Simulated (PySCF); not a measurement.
## Indirect couplings

Molfile (atoms numbered from 1):
```
C2H8Ge
     RDKit          3D

 11 10  0  0  0  0  0  0  0  0999 V2000
    1.5395    0.5648   -0.2069 C   0  0  0  0  0  0  0  0  0  0  0  0
    0.1119   -0.7529    0.0755 Ge  0  0  0  0  0  4  0  0  0  0  0  0
   -1.6356    0.1222    0.1239 C   0  0  0  0  0  0  0  0  0  0  0  0
    2.3300    0.4554    0.5487 H   0  0  0  0  0  0  0  0  0  0  0  0
    1.1352    1.5853   -0.1374 H   0  0  0  0  0  0  0  0  0  0  0  0
    1.9935    0.4415   -1.2003 H   0  0  0  0  0  0  0  0  0  0  0  0
    0.3435   -1.5047    1.4043 H   0  0  0  0  0  0  0  0  0  0  0  0
    0.1284   -1.7992   -1.0601 H   0  0  0  0  0  0  0  0  0  0  0  0
   -2.4401   -0.6141    0.2629 H   0  0  0  0  0  0  0  0  0  0  0  0
   -1.6771    0.8434    0.9536 H   0  0  0  0  0  0  0  0  0  0  0  0
   -1.8184    0.6636   -0.8162 H   0  0  0  0  0  0  0  0  0  0  0  0
  1  2  1  0
  2  3  1  0
  1  4  1  0
  1  5  1  0
  1  6  1  0
  2  7  1  0
  2  8  1  0
  3  9  1  0
  3 10  1  0
  3 11  1  0
M  END
```

Couplings: B3LYP/pcJ-1 (pcSseg-1 on Ge) (without the spin–dipole term) in PySCF, geometry PBE0-D3(BJ)/def2-SVP; gas phase, one conformer, non-relativistic. Couplings are averaged over pairs made equivalent by symmetry, fast rotation or ring inversion, so a value needn't be that of the named pair in this geometry, while other rotamers aren't included; one pair stands for each set, and the list holds those of at least 1.5 Hz over up to four bonds.

Isotopes: 13C, 1H.

```csv
pair,bonds,J (Hz)
"C1, H4",1,135.7
"C1, C3",2,2.9
"C1, H7",2,?
"H4, H5",2,-13.6
"H7, H8",2,?
"C1, H9",3,2.4
"H4, H7",3,3.1
"H7, H9",3,3.5
```

Estimate the withheld couplings, with signs.

## Answers


- 2J(C1,H7) = 8.2 Hz
- 2J(H7,H8) = 12.0 Hz (angle at Ge2 108°)

Relativistic effects of the heavier atoms present are left out.
